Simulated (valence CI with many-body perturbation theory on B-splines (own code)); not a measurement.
**Energy levels of Au XLIX**

Computed by valence CI with perturbative core correlation (CI+MBPT): three valence electrons over a frozen Dirac-Fock core [Ar] 3d10, radial functions for each j: 11 s, 11 p, 10 d, 8 f, 5 g, 2 h, with the one-electron correlation potential Σ1, the two-electron term Σ2, the three-electron term Σ3, Breit, model QED; selected CI, second order for the rest, scaled by the run's own slope (own B-spline code, finite nucleus).

The last digits are not significant, and no measured levels were compared; by estimate large intervals hold to a few tenths of a per cent, small ones and those within an open d or f shell to about a per cent.

Levels 1 to 45 of 179, with energies above the lowest level, (4s^2 4p1/2) J=1/2. "Leading %" is the weight of the configuration and term that name the level; weights of strongly mixed levels are sums over their largest components and can fall short. In the jj column 3d3/2^4 stands for four electrons in 3d with j = 3/2. Lifetimes count E1, E2, E3, M1 and M2 decay at the calculated energies, and are blank where another channel may lead or the interval is too uncertain; long ones can be off by a factor of two.

```csv
No.,Configuration,Term,J,E (eV),Leading %,Lifetime,Leading jj,Second component
1,4s2 4p,2P°,1/2,0.00,100,,4s^2 4p1/2 (100 %),
2,4s 4p2,4P,1/2,109.91,55,25.5 ps,4s 4p1/2^2 (99 %),30 % 4s 4p2 2S
3,4s2 4p,2P°,3/2,139.26,99,60.6 ns,4s^2 4p3/2 (99 %),
4,4s 4p2,4P,3/2,234.26,90,116 ps,4s 4p1/2 4p3/2 (99 %),7 % 4s 4p2 2D
5,4s 4p2,2D,5/2,243.63,60,57.1 ps,4s 4p1/2 4p3/2 (98 %),39 % 4s 4p2 4P
6,4s 4p2,2D,3/2,256.67,61,1.57 ps,4s 4p1/2 4p3/2 (95 %),32 % 4s 4p2 2P
7,4s 4p2,2P,1/2,259.08,70,854 fs,4s 4p1/2 4p3/2 (98 %),28 % 4s 4p2 4P
8,4s2 4d,2D,3/2,318.38,94,532 fs,4s^2 4d3/2 (94 %),
9,4s2 4d,2D,5/2,344.93,92,2.96 ps,4s^2 4d5/2 (92 %),7 % 4s 4p2 4P
10,4p3,2P°,3/2,366.44,46,1.87 ps,4p1/2^2 4p3/2 (94 %),27 % 4p3 2D°
11,4s 4p2,4P,5/2,381.31,54,2.10 ps,4s 4p3/2^2 (93 %),40 % 4s 4p2 2D
12,4s 4p2,2S,1/2,398.21,68,1.23 ps,4s 4p3/2^2 (99 %),17 % 4s 4p2 4P
13,4s 4p2,2P,3/2,401.97,62,589 fs,4s 4p3/2^2 (98 %),29 % 4s 4p2 2D
14,4s 4p 4d,4F°,3/2,404.87,79,12.8 ps,4s 4p1/2 4d3/2 (98 %),16 % 4s 4p 4d 2D°
15,4s 4p 4d,4F°,5/2,413.09,47,21.6 ps,4s 4p1/2 4d3/2 (96 %),27 % 4s 4p 4d 2F°
16,4s 4p 4d,4D°,1/2,427.40,59,520 fs,4s 4p1/2 4d3/2 (98 %),34 % 4s 4p 4d 2P°
17,4s 4p 4d,4D°,3/2,429.04,36,494 fs,4s 4p1/2 4d3/2 (92 %),21 % 4s 4p 4d 4P°
18,4s 4p 4d,4P°,5/2,443.17,39,2.30 ps,4s 4p1/2 4d5/2 (98 %),29 % 4s 4p 4d 4D°
19,4s 4p 4d,4F°,7/2,449.33,45,3.05 ps,4s 4p1/2 4d5/2 (97 %),31 % 4s 4p 4d 2F°
20,4s 4p 4d,2F°,5/2,455.73,49,2.75 ps,4s 4p1/2 4d5/2 (94 %),19 % 4s 4p 4d 2D°
21,4s 4p 4d,2D°,3/2,457.21,38,1.68 ps,4s 4p1/2 4d5/2 (86 %),34 % 4s 4p 4d 2P°
22,4p3,4S°,3/2,503.67,48,601 fs,4p1/2 4p3/2^2 (92 %),44 % 4p3 2D°
23,4p3,2D°,5/2,504.34,88,930 fs,4p1/2 4p3/2^2 (88 %),9 % 4s 4p 4d 2F°
24,4p3,2P°,1/2,511.81,94,864 fs,4p1/2 4p3/2^2 (94 %),5 % 4s 4p 4d 2P°
25,4s2 4f,2F°,5/2,529.91,91,3.60 ps,4s^2 4f5/2 (91 %),5 % 4s 4p 4d 2F°
26,4p2 4d,2D,3/2,533.21,40,5.86 ps,4p1/2^2 4d3/2 (99 %),35 % 4p2 4d 4F
27,4s2 4f,2F°,7/2,538.86,89,3.84 ps,4s^2 4f7/2 (89 %),7 % 4s 4p 4d 4F°
28,4s 4p 4d,4D°,3/2,553.41,43,670 fs,4s 4p3/2 4d3/2 (99 %),38 % 4s 4p 4d 4P°
29,4s 4p 4d,4P°,1/2,553.48,86,735 fs,4s 4p3/2 4d3/2 (99 %),13 % 4s 4p 4d 4D°
30,4s 4p 4d,4D°,5/2,553.58,50,599 fs,4s 4p3/2 4d3/2 (94 %),20 % 4s 4p 4d 4F°
31,4s 4p 4d,4F°,7/2,558.44,36,763 fs,4s 4p3/2 4d3/2 (80 %),32 % 4s 4p 4d 4D°
32,4p2 4d,2D,5/2,569.18,31,2.42 ps,4p1/2^2 4d5/2 (96 %),21 % 4p2 4d 4D
33,4s 4p 4d,2D°,3/2,569.47,64,458 fs,4s 4p3/2 4d3/2 (82 %),22 % 4s 4p 4d 4P°
34,4s 4p 4d,4F°,9/2,571.05,100,83.5 ns,4s 4p3/2 4d5/2 (100 %),
35,4s 4p 4d,2P°,1/2,578.19,72,367 fs,4s 4p3/2 4d3/2 (94 %),22 % 4s 4p 4d 4D°
36,4s 4p 4d,2F°,5/2,580.58,63,333 fs,4s 4p3/2 4d3/2 (89 %),18 % 4s 4p 4d 2D°
37,4s 4p 4d,2D°,5/2,583.71,46,1.73 ps,4s 4p3/2 4d5/2 (98 %),39 % 4s 4p 4d 4P°
38,4s 4p 4d,2P°,3/2,589.56,42,1.46 ps,4s 4p3/2 4d5/2 (78 %),36 % 4s 4p 4d 2D°
39,4s 4p 4d,2F°,7/2,590.79,74,1.48 ps,4s 4p3/2 4d5/2 (90 %),20 % 4s 4p 4d 4D°
40,4s 4p 4d,2F°,7/2,600.71,64,665 fs,4s 4p3/2 4d5/2 (93 %),25 % 4s 4p 4d 4D°
41,4s 4p 4d,2P°,1/2,603.87,87,1.34 ps,4s 4p3/2 4d5/2 (94 %),6 % 4s 4p 4d 4D°
42,4s 4p 4d,2P°,3/2,608.04,77,670 fs,4s 4p3/2 4d5/2 (98 %),7 % 4s 4p 4d 2D°
43,4s 4p 4d,2D°,5/2,611.96,60,546 fs,4s 4p3/2 4d5/2 (94 %),30 % 4s 4p 4d 2F°
44,4s 4p 4f,4G,5/2,628.14,60,2.89 ps,4s 4p1/2 4f5/2 (97 %),14 % 4s 4p 4f 4F
45,4s 4p 4f,4G,7/2,633.44,36,4.77 ps,4s 4p1/2 4f5/2 (90 %),23 % 4s 4p 4f 2G
```

The ionisation energy to 4s2 1S_0 of the next ion comes out as 2709 eV (NIST: 2708 ± 4 eV (theoretical)). All 179 levels together are meant to be complete up to 991.17 eV.
